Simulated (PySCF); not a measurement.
Start geometry of `C#CC(=C)[SiH2]C` from a GFN2-xTB structure with every atom displaced at random (by about 0.01 Å) (Å):
```
atom  x, y, z in Å
C1    -1.2605    1.9374    1.4442
C2    -1.1649    1.0492    0.6615
C3    -0.9854   -0.0369   -0.2235
C4    -1.7630   -0.2319   -1.2421
Si5    0.5287   -1.1533    0.1367
C6     2.1085   -0.1074   -0.0421
H7    -1.3953    2.7624    2.1060
H8    -2.6191    0.4219   -1.4420
H9    -1.6616   -1.0559   -1.8956
H10    0.4194   -1.6663    1.5279
H11    0.5082   -2.2544   -0.8116
H12    3.0015   -0.7096    0.1706
H13    2.1799    0.2994   -1.0548
H14    2.0963    0.7302    0.6570
```

Task: What comes out of this run: PySCF 2.14.0, PBE0-D3(BJ)/def2-SVP geometry optimisation, gas phase?

Result: 
```
atom  x, y, z in Å
C1    -1.018    2.208    1.272
C2    -1.008    1.277    0.491
C3    -0.924    0.141   -0.366
C4    -1.667    0.024   -1.484
Si5    0.313   -1.197    0.146
C6     2.033   -0.468    0.306
H7    -1.044    3.043    1.947
H8    -2.379    0.798   -1.788
H9    -1.582   -0.857   -2.126
H10   -0.119   -1.780    1.453
H11    0.266   -2.265   -0.901
H12    2.762   -1.239    0.599
H13    2.360   -0.025   -0.647
H14    2.039    0.322    1.073
```

The energy falls by 0.202 eV over 6 energy and gradient evaluations, the largest force component goes from 0.0468 to 2.2e-04 Eh/bohr, and the atoms move by 0.101 Å rms after alignment. The bond that changes most is C3=C4 (fully substituted alkene carbon to terminal =CH2 carbon), which lengthens by 0.051 Å. Bonds longer at the end by more than 0.005 Å: 9 of 13; shorter: 2. Among the angles that change most is C2–C1–H7, from 176.3° to 178.7°. Rotational constants go from 3797, 2102, 1550 to 3674, 2143, 1518 MHz. The orientation of the end geometry is arbitrary; only internal coordinates are fixed.

The run used 128 basis functions and 43 SCF cycles in all.

Whether it is a minimum is left open (no frequencies). The numbers are those of one conformer.
